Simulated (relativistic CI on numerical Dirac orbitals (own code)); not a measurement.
## Lu LXXI: sensitivity of the levels to the model

Base calculation: Dirac-Coulomb-Breit CI, KLI orbitals optimised for each configuration, model QED (radiative potential, 1s self-energy scaled to tabulated hydrogen-like ionisation energies).

Configuration list: 1s, 2s, 2p, 3s, 3p, 3d, 4s, 4p, 4d, 4f, 5s, 5p, 5d, 5f, 5g, 6s, 6p, 6d. Levels of other configurations are missing.

Variants: (1) QED terms removed; (2) non-relativistic limit. Shifts of the energy above 1s 2S_1/2, in eV, for the lowest level and the first level of each name with at least 55 % of one term (blank where a level changes its place among those of its configuration and J or its character, or is not in the variant):

```csv
Level,Base,Δ(1),Δ(2)
1s 2S_1/2,0.0,0.0,0.0
2p 2P°_1/2,54976.0,+106.4,-3541.1
2s 2S_1/2,54996.5,+89.2,-3561.0
2p 2P°_3/2,56363.6,+105.0,-4928.7
3p 2P°_1/2,65594.7,+107.8,-4634.0
3s 2S_1/2,65600.8,+102.7,-4639.9
3d 2D_3/2,66006.9,+108.3,-5046.2
3p 2P°_3/2,66007.9,+107.4,-5047.2
3d 2D_5/2,66126.4,+108.1,-5165.7
4p 2P°_1/2,69251.9,+108.1,-4957.2
4s 2S_1/2,69254.5,+106.0,-4959.6
4d 2D_3/2,69424.7,+108.3,-5129.9
4p 2P°_3/2,69425.1,+107.9,-5130.3
4f 2F°_5/2,69475.2,+108.3,-5180.5
```
